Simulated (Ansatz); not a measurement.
`C#[C][AlH][OH]` + `N[SiH3]` → `[OH][AlH][NH][SiH3]` + `C#C` at 500 K and 1 bar (ligand exchange at the Al–C bond).

Computed with Ansatz on PBE0-D4/def2-TZVP structures; ΔE is electronic, products minus reactants. CBS: MP2 limit from def2 TZ/QZ plus the TZ coupled-cluster correction, frozen cores. This one scheme is used for every species. Each species was taken in one conformer, which may not be the lowest.

```json
{"species": "`C#[C][AlH][OH]`", "CCSD(T)/CBS energy (Eh)": "-395.10198", "H − E (kJ/mol)": "141.2", "S (J/(mol·K))": "360.6"}
{"species": "`N[SiH3]`", "CCSD(T)/CBS energy (Eh)": "-346.80422", "H − E (kJ/mol)": "161.3", "S (J/(mol·K))": "303.9"}
{"species": "`[OH][AlH][NH][SiH3]`", "CCSD(T)/CBS energy (Eh)": "-664.69394", "H − E (kJ/mol)": "210.7", "S (J/(mol·K))": "416.9"}
{"species": "`C#C`", "CCSD(T)/CBS energy (Eh)": "-77.22717", "H − E (kJ/mol)": "90.7", "S (J/(mol·K))": "225.3"}
```

H − E and S are ideal-gas, rigid-rotor, harmonic terms from PBE0-D4/def2-TZVP, for one conformer and one mirror image of each species. 1 Eh = 2625.50 kJ/mol, R = 8.31446 J/(mol·K).

Question: By hand: ΔE, ΔH, ΔS and ΔG.

Answer: ΔE = (-664.69394) + (-77.22717) − (-395.10198) − (-346.80422) = -0.01491 Eh = -39.1 kJ/mol. Δ(H − E) = 210.7 + 90.7 − 141.2 − 161.3 = -1.1, so ΔH = -40.2 kJ/mol. ΔS = 416.9 + 225.3 − 360.6 − 303.9 = -22.3 J/(mol·K). ΔG = -40.2 − 500 × (-22.3)/1000 = -29.1 kJ/mol.

Question: By hand: the equilibrium constant, and the temperature at which ΔG would vanish if ΔH and ΔS stayed fixed.

Answer: log₁₀ K = −ΔG/(RT ln 10) = 3.0. ΔG = 0 at ΔH/ΔS = 1803 K.

ΔH outweighs TΔS. A doubt of 5 kJ/mol in ΔE shifts log₁₀ K by 0.5 here. Other conformers and mirror images would add mixing entropy, several J/(mol·K) or more a flexible species. Modes under 60 cm⁻¹, often nearly free rotors, make the harmonic entropy too high. These are equilibria of isolated gas molecules and say nothing of rates. Largest T1 diagnostic: 0.014 (customary marks: 0.02 for closed shells, 0.045 for open ones).
